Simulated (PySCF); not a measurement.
Si(Cl)3(OMe) (CH3Cl3OSi), SMILES CO[Si](Cl)(Cl)Cl. Atoms are numbered in the order given.

```xyz
9

C     -2.3881    -1.1501     0.0000
O     -0.9740    -1.3197     0.0000
Si     0.1102    -0.0795     0.0000
Cl    -0.1374     1.1052    -1.6698
Cl     1.9740    -0.9205     0.0000
Cl    -0.1374     1.1052     1.6698
H     -2.8501    -2.1562     0.0000
H     -2.7288    -0.5993     0.9036
H     -2.7288    -0.5993    -0.9036
```

Coordinates come from a PBE-D3(BJ)/def2-SVP optimisation. The values are those of a single conformer.

Level of theory: PBE/def2-TZVP run with PySCF.

Symmetry labels are those of the subgroup Cs that the program uses (full group Cs).

Computed valence orbital energies around the gap with their symmetry:
```
orbital  symmetry  energy (eV)
-------  --------  -----------
HOMO−7         A'        -8.94
HOMO−6         A'        -8.76
HOMO−5         A"        -8.72
HOMO−4         A'        -8.31
HOMO−3         A"        -8.26
HOMO−2         A'        -7.97
HOMO−1         A"        -7.88
HOMO           A"        -7.44
LUMO           A'        -1.38
LUMO+1         A'        -0.05
LUMO+2         A'         0.02
LUMO+3         A"         0.30
```
